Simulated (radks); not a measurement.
Dipole-allowed excitations along the series with 3 electrons in [He] 2s1. Method: non-relativistic Kohn-Sham, PBE, spin-polarised, spherical densities, point nucleus; open shells are filled with parallel spins first; computed with a radial shooting solver on a logarithmic mesh with Libxc functionals. Time-dependent linear response with the Hartree and adiabatic LDA kernel, continuum included through the Sternheimer equations. Lines are the poles of the dipole polarisability below minus the highest occupied eigenvalue, found on a grid refined at the orbital gaps; the lowest seven at most are given, and weak or close lines can be missed. The first line takes the name of the lowest orbital gap if no other gap lies below it; otherwise a line is named after a gap within 0.6 % of it, if that gap stands alone.

| species | -e(HOMO) (eV) | lowest orbital gap (eV) | first line (eV) | f | strongest line (eV) | its f | static alpha (bohr^3) | measured (eV) |
|---|---|---|---|---|---|---|---|---|
| Li | 3.228 | 2s-2p 1.880 | 2.025 (2s-2p) | 0.753 | the first | 0.753 | 137.7 | 2s-2p 1.848 |
| Be+ | 14.472 | 2s-2p 4.026 | 4.376 (2s-2p) | 0.505 | the first | 0.505 | 20.49 | 2s-2p 3.959 |
| B2+ | 32.656 | 2s-2p 6.111 | 6.624 (2s-2p) | 0.368 | the first | 0.368 | 6.582 | - |
| C3+ | 57.688 | 2s-2p 8.160 | 8.824 (2s-2p) | 0.288 | the first | 0.288 | 2.905 | - |
| N4+ | 89.542 | 2s-2p 10.189 | 10.997 (2s-2p) | 0.236 | the first | 0.236 | 1.531 | - |
| O5+ | 128.21 | 2s-2p 12.205 | 13.155 (2s-2p) | 0.200 | 80.837 (unassigned) | 0.259 | 0.9037 | - |

Measured values: term averages from the NIST Handbook of Basic Atomic Spectroscopic Data.
